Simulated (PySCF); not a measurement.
**SMILES C=C(F)[Se][C@@H]1C[C@@H]1C, C6H9FSe**

Cartesian coordinates in Å; atom numbers follow the order of the lines, from 1:
```xyz
17

C    -2.8775    0.0731    1.6097
C    -1.8942   -0.4704    0.9134
F    -2.0809   -0.8933   -0.3467
Se   -0.1180   -0.7890    1.5407
C     0.7028   -1.0904   -0.1950
C     2.1406   -0.7162   -0.3997
C     1.0630    0.0552   -1.0960
C     0.7858    1.4811   -0.6981
H    -3.8622    0.1856    1.1916
H    -2.7049    0.4108    2.6145
H     0.3445   -2.0101   -0.6433
H     2.6516   -0.2212    0.4145
H     2.7679   -1.3912   -0.9626
H     0.9249   -0.1335   -2.1553
H     0.9750    1.6235    0.3647
H     1.4269    2.1593   -1.2581
H    -0.2523    1.7389   -0.9042
```

Theory: PySCF, TDDFT BHandHLYP/def2-SVPD circular dichroism and optical rotation, one conformer, gas phase. Geometry: GFN2-xTB.

The molecule is flexible and this is one conformer; a measurement averages over conformers. The calculation is non-relativistic, which matters for the atoms heavier than Zn. States above about 7.2 eV (minus the energy of the highest occupied orbital) lie near or above the ionisation threshold and depend on the basis.

Stereocentres: C5 R, C7 S.

**Question.** Give the optical rotatory dispersion at 633, 589.3, 546, 436, 405, 365, 355 nm.

**Answer.** [α] in deg dm⁻¹ (g/mL)⁻¹:
```tsv
λ (nm)	origin-invariant length gauge	modified velocity gauge	length gauge (centre of mass)	isotropic polarisability (au)
633	+158.5	+161.0	+158.3	100.2
589.3	+186.6	+189.8	+186.3	100.7
546	+223.0	+227.4	+222.7	101.3
436	+393.6	+404.9	+393.1	103.8
405	+485.1	+501.2	+484.5	105.1
365	+675.9	+704.5	+675.0	107.3
355	+746.8	+780.8	+745.7	108.0
```

**Question.** And for the mirror image at 589.3 nm?

**Answer.** -186.6 deg dm⁻¹ (g/mL)⁻¹ (origin-invariant length gauge): the same size and the opposite sign.

**Question.** What is the molar rotation [Φ] = [α]·M/100 of the geometry above at 589.3 nm?

**Answer.** With M = 179.11 g/mol, +334.1 deg cm² dmol⁻¹ (origin-invariant length gauge).

The first excitation lies at 4.72 eV (262 nm) with R = +11.0 × 10⁻⁴⁰ esu² cm² (velocity form).
